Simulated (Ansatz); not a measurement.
Ansatz (a first-principles code) input (B3LYP-D3(BJ)/def2-TZVP):

Ansatz 0.2 input:
```yaml
crystal:
  periodic: [false, false, false]
  atoms:
    - {symbol: C, position_ang: [-3.63379173, -0.35150734, -0.24817169]}
    - {symbol: C, position_ang: [-2.35590937, -0.74962053, 0.48416102]}
    - {symbol: C, position_ang: [-1.09124125, -0.30357243, -0.24552646]}
    - {symbol: C, position_ang: [0.18406830, -0.70655297, 0.48567675]}
    - {symbol: C, position_ang: [1.47464816, -0.33173346, -0.22012495]}
    - {symbol: C, position_ang: [2.69524979, -0.77936500, 0.43710291]}
    - {symbol: Cl, position_ang: [1.58435730, 1.56264592, -0.32642944]}
    - {symbol: H, position_ang: [-3.66991322, -0.79675392, -1.24537088]}
    - {symbol: H, position_ang: [-3.69470626, 0.73253762, -0.36890270]}
    - {symbol: H, position_ang: [-4.52305213, -0.67727926, 0.29426544]}
    - {symbol: H, position_ang: [-2.33440894, -1.83602163, 0.62010986]}
    - {symbol: H, position_ang: [-2.36040937, -0.31711545, 1.48992925]}
    - {symbol: H, position_ang: [-1.10751330, 0.78065899, -0.37579583]}
    - {symbol: H, position_ang: [-1.08225086, -0.73565171, -1.25261070]}
    - {symbol: H, position_ang: [0.20177514, -1.79569277, 0.60846358]}
    - {symbol: H, position_ang: [0.19671969, -0.27907672, 1.49216249]}
    - {symbol: H, position_ang: [1.44989577, -0.60344866, -1.27338739]}
    - {symbol: H, position_ang: [2.72932838, -0.85830149, 1.51540958]}
    - {symbol: H, position_ang: [3.62231767, -0.84472529, -0.11367795]}
basis:
  gaussian:
    orbitals: def2-TZVP
hamiltonian:
  xc: b3lyp
  dispersion: d3bj
magnetization: {spin_polarized: true, initial_magnetization: 1}
phonons: {temperatures: {t_min: 298.15, t_max: 298.15, t_step: 100}}
```

Output:

```
Functional definition: B3LYP
integrals: 0.30 GiB planned
1871 factors; their error is unknown
0.36 GiB of the device are held for the grids
2.01 GiB of device memory are held for the factors and their scratch space
mean field: 2.39 GiB planned
mean field evaluation 1: about -18924.0058 eV, gradient 6.2e1 eV
mean field evaluation 2: about -18907.2072 eV, gradient 8.2e1 eV
mean field evaluation 4: about -18942.6590 eV, gradient 5.8e0 eV
mean field evaluation 8: about -18942.8213 eV, gradient 2.1e-1 eV
mean field evaluation 16: about -18942.8024 eV, gradient 1.2e-3 eV
mean field -18942.80242721 eV, -696.1351493072 hartree, gradient 8.4e-5 eV, S^2 0.755425; 0 other end points of the search recorded, 0 dependent functions left out
the calculation of the forces begins
reference -18942.80277934 eV, -696.1351622477 hartree; 33, 32 occupied and 262, 263 virtual orbitals, 1871 factors
these checks for a lower state are left out or cut short: stability, starts, cluster_reference, orbital_swaps, neighbouring_geometries, increment
integrals: 0.30 GiB planned
1871 factors; their error is unknown
0.36 GiB of the device are held for the grids
2.01 GiB of device memory are held for the factors and their scratch space
mean field: 2.39 GiB planned
mean field -18942.80221694 eV, -696.1351415801 hartree, gradient 2.1e-6 eV, S^2 0.755425; 0 other end points of the search recorded, 0 dependent functions left out
the calculation of the forces begins
reference -18942.80256913 eV, -696.1351545227 hartree; 33, 32 occupied and 262, 263 virtual orbitals, 1871 factors
these checks for a lower state are left out or cut short: stability, starts, cluster_reference, orbital_swaps, neighbouring_geometries, increment
integrals: 0.30 GiB planned
1871 factors; their error is unknown
0.36 GiB of the device are held for the grids
2.01 GiB of device memory are held for the factors and their scratch space
mean field: 2.39 GiB planned
mean field evaluation 32: about -18942.8023 eV, gradient 7.1e-3 eV
mean field -18942.80233372 eV, -696.1351458717 hartree, gradient 2.2e-6 eV, S^2 0.755425; 0 other end points of the search recorded, 0 dependent functions left out
the calculation of the forces begins
reference -18942.80268580 eV, -696.1351588102 hartree; 33, 32 occupied and 262, 263 virtual orbitals, 1871 factors
these checks for a lower state are left out or cut short: stability, starts, cluster_reference, orbital_swaps, neighbouring_geometries, increment
integrals: 0.30 GiB planned
1871 factors; their error is unknown
0.36 GiB of the device are held for the grids
2.01 GiB of device memory are held for the factors and their scratch space
mean field: 2.39 GiB planned
mean field -18942.80225967 eV, -696.1351431504 hartree, gradient 2.1e-6 eV, S^2 0.755425; 0 other end points of the search recorded, 0 dependent functions left out
the calculation of the forces begins
reference -18942.80261178 eV, -696.1351560900 hartree; 33, 32 occupied and 262, 263 virtual orbitals, 1871 factors
these checks for a lower state are left out or cut short: stability, starts, cluster_reference, orbital_swaps, neighbouring_geometries, increment
integrals: 0.30 GiB planned
1871 factors; their error is unknown
0.36 GiB of the device are held for the grids
2.01 GiB of device memory are held for the factors and their scratch space
mean field: 2.39 GiB planned
mean field -18942.80225795 eV, -696.1351430873 hartree, gradient 2.2e-6 eV, S^2 0.755425; 0 other end points of the search recorded, 0 dependent functions left out
[...]
integrals: 0.30 GiB planned
1871 factors; their error is unknown
0.36 GiB of the device are held for the grids
2.01 GiB of device memory are held for the factors and their scratch space
mean field: 2.39 GiB planned
mean field -18942.80240708 eV, -696.1351485676 hartree, gradient 2.1e-6 eV, S^2 0.755424; 0 other end points of the search recorded, 0 dependent functions left out
the calculation of the forces begins
reference -18942.80275919 eV, -696.1351615073 hartree; 33, 32 occupied and 262, 263 virtual orbitals, 1871 factors
these checks for a lower state are left out or cut short: stability, starts, cluster_reference, orbital_swaps, neighbouring_geometries, increment
integrals: 0.30 GiB planned
1871 factors; their error is unknown
0.36 GiB of the device are held for the grids
2.01 GiB of device memory are held for the factors and their scratch space
mean field: 2.39 GiB planned
mean field -18942.80244057 eV, -696.1351497984 hartree, gradient 2.1e-6 eV, S^2 0.755426; 0 other end points of the search recorded, 0 dependent functions left out
the calculation of the forces begins
reference -18942.80279272 eV, -696.1351627397 hartree; 33, 32 occupied and 262, 263 virtual orbitals, 1871 factors
these checks for a lower state are left out or cut short: stability, starts, cluster_reference, orbital_swaps, neighbouring_geometries, increment
integrals: 0.30 GiB planned
1871 factors; their error is unknown
0.36 GiB of the device are held for the grids
2.01 GiB of device memory are held for the factors and their scratch space
mean field: 2.39 GiB planned
mean field evaluation 768: about -18942.8023 eV, gradient 1.1e-6 eV
mean field -18942.80234314 eV, -696.1351462178 hartree, gradient 2.1e-6 eV, S^2 0.755433; 0 other end points of the search recorded, 0 dependent functions left out
the calculation of the forces begins
reference -18942.80269531 eV, -696.1351591597 hartree; 33, 32 occupied and 262, 263 virtual orbitals, 1871 factors
these checks for a lower state are left out or cut short: stability, starts, cluster_reference, orbital_swaps, neighbouring_geometries, increment
integrals: 0.30 GiB planned
1871 factors; their error is unknown
0.36 GiB of the device are held for the grids
2.01 GiB of device memory are held for the factors and their scratch space
mean field: 2.39 GiB planned
mean field -18942.80229364 eV, -696.1351443988 hartree, gradient 2.1e-6 eV, S^2 0.755418; 0 other end points of the search recorded, 0 dependent functions left out
the calculation of the forces begins
reference -18942.80264574 eV, -696.1351573380 hartree; 33, 32 occupied and 262, 263 virtual orbitals, 1871 factors
these checks for a lower state are left out or cut short: stability, starts, cluster_reference, orbital_swaps, neighbouring_geometries, increment
integrals: 0.30 GiB planned
1871 factors; their error is unknown
0.36 GiB of the device are held for the grids
2.01 GiB of device memory are held for the factors and their scratch space
mean field: 2.39 GiB planned
mean field -18942.80237740 eV, -696.1351474769 hartree, gradient 2.1e-6 eV, S^2 0.755432; 0 other end points of the search recorded, 0 dependent functions left out
the calculation of the forces begins
reference -18942.80272956 eV, -696.1351604185 hartree; 33, 32 occupied and 262, 263 virtual orbitals, 1871 factors
these checks for a lower state are left out or cut short: stability, starts, cluster_reference, orbital_swaps, neighbouring_geometries, increment
integrals: 0.30 GiB planned
1871 factors; their error is unknown
0.36 GiB of the device are held for the grids
2.01 GiB of device memory are held for the factors and their scratch space
mean field: 2.39 GiB planned
mean field -18942.80230754 eV, -696.1351449097 hartree, gradient 2.1e-6 eV, S^2 0.755419; 0 other end points of the search recorded, 0 dependent functions left out
the calculation of the forces begins
reference -18942.80265964 eV, -696.1351578491 hartree; 33, 32 occupied and 262, 263 virtual orbitals, 1871 factors
these checks for a lower state are left out or cut short: stability, starts, cluster_reference, orbital_swaps, neighbouring_geometries, increment
integrals: 0.30 GiB planned
1871 factors; their error is unknown
0.36 GiB of the device are held for the grids
2.01 GiB of device memory are held for the factors and their scratch space
mean field: 2.39 GiB planned
mean field -18942.80240673 eV, -696.1351485546 hartree, gradient 2.2e-6 eV, S^2 0.755424; 0 other end points of the search recorded, 0 dependent functions left out
the calculation of the forces begins
reference -18942.80275887 eV, -696.1351614955 hartree; 33, 32 occupied and 262, 263 virtual orbitals, 1871 factors
these checks for a lower state are left out or cut short: stability, starts, cluster_reference, orbital_swaps, neighbouring_geometries, increment
integrals: 0.30 GiB planned
1871 factors; their error is unknown
0.36 GiB of the device are held for the grids
2.01 GiB of device memory are held for the factors and their scratch space
mean field: 2.39 GiB planned
mean field evaluation 800: about -18942.8016 eV, gradient 5.2e-1 eV
mean field -18942.80244108 eV, -696.1351498171 hartree, gradient 2.1e-6 eV, S^2 0.755426; 0 other end points of the search recorded, 0 dependent functions left out
the calculation of the forces begins
reference -18942.80279320 eV, -696.1351627572 hartree; 33, 32 occupied and 262, 263 virtual orbitals, 1871 factors
these checks for a lower state are left out or cut short: stability, starts, cluster_reference, orbital_swaps, neighbouring_geometries, increment
integrals: 0.30 GiB planned
1871 factors; their error is unknown
0.36 GiB of the device are held for the grids
2.01 GiB of device memory are held for the factors and their scratch space
mean field: 2.39 GiB planned
mean field -18942.80238781 eV, -696.1351478593 hartree, gradient 2.1e-6 eV, S^2 0.755421; 0 other end points of the search recorded, 0 dependent functions left out
the calculation of the forces begins
reference -18942.80273992 eV, -696.1351607994 hartree; 33, 32 occupied and 262, 263 virtual orbitals, 1871 factors
these checks for a lower state are left out or cut short: stability, starts, cluster_reference, orbital_swaps, neighbouring_geometries, increment
integrals: 0.30 GiB planned
1871 factors; their error is unknown
0.36 GiB of the device are held for the grids
2.01 GiB of device memory are held for the factors and their scratch space
mean field: 2.39 GiB planned
mean field -18942.80238600 eV, -696.1351477929 hartree, gradient 2.1e-6 eV, S^2 0.755429; 0 other end points of the search recorded, 0 dependent functions left out
the calculation of the forces begins
reference -18942.80273814 eV, -696.1351607339 hartree; 33, 32 occupied and 262, 263 virtual orbitals, 1871 factors
Total energy: -18943.55956734 eV, -696.1629736939 hartree
Atom 0 at    -3.633792    -0.351507    -0.248172 Å, force    -0.000991     0.000123     0.000309 eV/Å
Atom 1 at    -2.355909    -0.749621     0.484161 Å, force     0.000594     0.000363     0.000098 eV/Å
Atom 2 at    -1.091241    -0.303572    -0.245526 Å, force     0.001774     0.000172    -0.000348 eV/Å
Atom 3 at     0.184068    -0.706553     0.485677 Å, force     0.000913     0.000663     0.000100 eV/Å
Atom 4 at     1.474648    -0.331733    -0.220125 Å, force    -0.001478    -0.000398    -0.000334 eV/Å
Atom 5 at     2.695250    -0.779365     0.437103 Å, force    -0.000180     0.000634     0.000017 eV/Å
Atom 6 at     1.584357     1.562646    -0.326429 Å, force    -0.000501    -0.001723    -0.000061 eV/Å
Atom 7 at    -3.669913    -0.796754    -1.245371 Å, force    -0.000027     0.000145     0.000123 eV/Å
Atom 8 at    -3.694706     0.732538    -0.368903 Å, force     0.000153    -0.000094     0.000153 eV/Å
Atom 9 at    -4.523052    -0.677279     0.294265 Å, force    -0.000141     0.000042    -0.000285 eV/Å
Atom 10 at    -2.334409    -1.836022     0.620110 Å, force     0.000056     0.000228    -0.000150 eV/Å
Atom 11 at    -2.360409    -0.317115     1.489929 Å, force    -0.000101    -0.000352    -0.000148 eV/Å
Atom 12 at    -1.107513     0.780659    -0.375796 Å, force    -0.000096    -0.000309    -0.000256 eV/Å
Atom 13 at    -1.082251    -0.735652    -1.252611 Å, force     0.000053    -0.000103     0.000176 eV/Å
Atom 14 at     0.201775    -1.795693     0.608464 Å, force     0.000296    -0.000109     0.000052 eV/Å
Atom 15 at     0.196720    -0.279077     1.492162 Å, force    -0.000118    -0.000139     0.000029 eV/Å
Atom 16 at     1.449896    -0.603449    -1.273387 Å, force     0.000104     0.000975     0.000483 eV/Å
Atom 17 at     2.729328    -0.858301     1.515410 Å, force    -0.000132     0.000030     0.000003 eV/Å
Atom 18 at     3.622318    -0.844725    -0.113678 Å, force    -0.000179    -0.000149     0.000039 eV/Å
Dipole moment:    -0.072864    -0.442028     0.062401 e Å
Vibrations: 64.09 74.47 122.90 151.35 238.46 246.61 253.73 290.64 351.11 410.99 472.39 488.56 668.88 741.70 801.64 890.09 909.23 936.77 1033.01 1058.02 1073.08 1099.54 1152.53 1157.40 1215.24 1257.71 1281.68 1322.97 1337.07 1350.60 1397.59 1411.47 1418.92 1471.92 1473.95 1490.58 1499.49 1500.01 1513.42 3006.73 3009.12 3014.21 3027.06 3034.74 3052.04 3074.09 3087.21 3092.29 3102.15 3150.12 3256.22 cm⁻¹, zero-point energy 4.496644 eV
```

It need not be the lowest isomer of its formula.
